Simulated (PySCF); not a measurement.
**Structure from NMR data**

Molecular formula: C2H7B2NO2. Simulated spectra:

1H NMR (600 MHz, computed): δ 3.63 (br s, 2H), 2.09 (br, 3H), 1.86 (q, J = 6.2 Hz, 2H).

13C{1H} NMR (computed): δ 115.2 (C), 3.2 (CH2).

[PySCF 2.14.0 with density-fitted response routines: PBE0/pcSseg-1 with gauge-including orbitals; PBE0-D3(BJ)/def2-SVP structure; J: B3LYP/pcJ-1 (spin–dipole term only in couplings to heteroatoms); averaged over atoms made equivalent by symmetry, fast rotation or ring inversion; no solvent model; single conformer; non-relativistic]

Scale: 1H (σref 31.27) and 13C (σref 184.41) against TMS (reference shieldings calculated alike).

Question: Propose a structure and justify it.

Answer: 
2 carbon signals for 2 carbons: no two carbons are equivalent. Carbon types of the structure: 1 × C, 1 × CH2, leaving 5 H on heteroatoms. δC 115.2: nitrilium-type carbon. δC 3.2: sp3 CH2 bonded to B, α to a nitrile. δH 3.63: hydrogen on an oxygen bonded to B; exchangeable; this is the value without hydrogen bonding to other molecules. δH 2.09: hydrogen on a boron bonded to N. δH 1.86: hydrogen on an sp3 CH2 bonded to B, α to a nitrile.

Structure: `OB(CC#[N+][BH3-])O`.

The shifts were computed for this structure.

OH and NH positions are those of a molecule without intermolecular hydrogen bonds; in solution they move with solvent, concentration and temperature, and exchange usually removes their couplings. Hydrogens on boron are broadened and split by 11B (spin 3/2, 80 %) and 10B (spin 3). A carbon bonded to boron is broadened by the quadrupolar boron nucleus and is often missing from a measured spectrum. Splittings below 1 Hz are ignored in the labels, and close J values are merged. Shifts are as computed. Against solution values, carbons near 30 ppm lie about +2 ppm off and those near 130 ppm about +5 ppm. Of 1313 compounds with measured shifts, 239 miss one by over three times the rms of a fit or turn the order of signals round; such compounds aren't used in these exercises.
